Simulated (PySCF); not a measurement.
# OsO2Cl2 at several levels of theory

Computed with PySCF 2.14.0 (density fitting, no spin-orbit coupling) at the geometry relaxed with TPSS:

```xyz
5
OsO2Cl2 (singlet)
Os    0.2625    0.2625    0.0000
O     1.4708    0.1520    1.2018
O     0.1520    1.4708   -1.2018
Cl   -1.7891   -0.0375    0.9517
Cl   -0.0375   -1.7891   -0.9517
```

```tsv
level	basis	state	HOMO (eV)	gap (eV)	charge on Os1 (e)	dipole about the centre of mass (D)	largest force component (eV/Å)
TPSS	Os def2-SVP with ECP60, O def2-SVP, Cl def2-SVP	singlet	-6.53	1.27	0.87	0.36	0.01
wB97X	the same	singlet	-10.57	8.02	0.97	0.58	1.60
revPBE	the same	singlet	-6.28	1.11	0.79	0.25	0.18
B3LYP	the same	singlet	-7.69	2.97	0.89	0.18	0.56
TPSS	Os def2-TZVP with ECP60, O def2-TZVP, Cl def2-TZVP	singlet	-6.57	1.28	1.17	0.43	0.39
TPSS	Os x2c-SVPall, O x2c-SVPall, Cl x2c-SVPall	singlet	-6.67	1.20	0.54	0.11	0.54
```

Charges are Mulliken's, which hang on the basis. The relaxation used the grid (50, 194), these runs (75, 302) or, all-electron (x2c bases, spin-free X2C Hamiltonian), (99, 590).

**Question.** What does BP86 with Os def2-SVP with ECP60, O def2-SVP, Cl def2-SVP give here?

**Answer.** state singlet, HOMO (eV) -6.44, gap (eV) 1.10, charge on Os1 (e) 0.76, dipole about the centre of mass (D) 0.16, largest force component (eV/Å) 0.12. Time: 3.8 s on 2 threads of Arm Neoverse V2, on a shared host, from an already converged density.

In the first row's basis the gap widens with exact exchange: 1.1 to 1.3 eV for BP86, revPBE, TPSS (none); 3.0 eV for B3LYP (a fixed share); 8.0 eV for wB97X (rising or full at long range).

No frequency check is given that shows the relaxed geometry to be a minimum.
